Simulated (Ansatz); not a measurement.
A search over several starts for the lowest SCF solution of BCl2I (BICl₂) at the given spin, in a small basis.

```yaml
crystal:
  periodic: [false, false, false]
  atoms:
    - {symbol: B, position_ang: [0.048320, 0.080947, 0.002515]}
    - {symbol: Cl, position_ang: [1.787630, 0.059706, 0.034208]}
    - {symbol: Cl, position_ang: [-0.795607, 1.602250, 0.006158]}
    - {symbol: I, position_ang: [-1.040343, -1.742912, -0.042891]}
basis:
  gaussian: {orbitals: def2-SVP, initial_orbitals: start.molden}
hamiltonian: {xc: pbe0, dispersion: d4}
output: {orbitals: {seedname: orbitals}}
```

The file start.molden holds the orbitals of an earlier run on this structure, at another level or in another basis.

```sh
$ ansatz run in.yaml --threads 4 --pin off --events-out ev --progress --plain --max-ram 3916MiB
```

It prints (some lines left out):

```
Functional definition: PBE0
798 factors; integrals over basis functions are off by at most 1.5e-3 eV
mean field evaluation 1: about -33808.1357 eV, gradient 5.8e-1 eV
mean field evaluation 2: about -33808.2458 eV, gradient 2.4e-4 eV
mean field evaluation 4: about -33808.2458 eV, gradient 1.4e-5 eV
mean field evaluation 8: about -33808.1358 eV, gradient 5.2e-1 eV
mean field evaluation 16: about -33808.2458 eV, gradient 2.7e-4 eV
mean field -33808.24582719 eV, -1242.4301180973 hartree, gradient 1.4e-5 eV, S^2 0.000000; 1 other end points of the search recorded, 0 dependent functions left out
reference -33808.24584644 eV, -1242.4301188046 hartree; 32, 32 occupied and 44, 44 virtual orbitals, 798 factors
Total energy: -33808.38464297 eV, -1242.4352194829 hartree
```

Run time 0.85 s (4 threads of Arm Neoverse V2 on a shared host).

In the def2 sets I takes a core potential; there is no spin–orbit coupling.
